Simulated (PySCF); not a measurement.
Computed shifts of a molecule C₂H₅ClO₂Si, PBE/pcSseg-1 (PySCF), GIAO, gas phase, equivalent atoms averaged, in ppm (number of nuclei): ¹³C: 154.4 (1), 134.2 (1). ²⁹Si: -35.9 (1). ¹H: 6.70 (1), 6.42 (1), 5.52 (1), 1.89 (1), 1.77 (1). References: ¹³C against TMS (σ = 182.0 ppm); ³⁵Cl against HCl (σ = 936.5 ppm); ²⁹Si against TMS (σ = 335.4 ppm); ¹⁷O against H2O (σ = 334.3 ppm); ¹H against TMS (σ = 31.49 ppm), references at their B3LYP-D3(BJ)/def2-TZVP geometries, non-relativistic (without spin–orbit terms, shifts of atoms bonded to Cl or Br come out too high). Geometry optimised at PBE0-D3(BJ)/def2-SVP. One conformer was computed; it need not be the lowest.

Which structure fits?
(A) C[Si@H](Cl)C(=O)O
(B) O[SiH](O)/C=C\Cl
(C) C=C(Cl)[SiH](O)O
(D) Cl[SiH]1OCCO1

C, C=C(Cl)[SiH](O)O
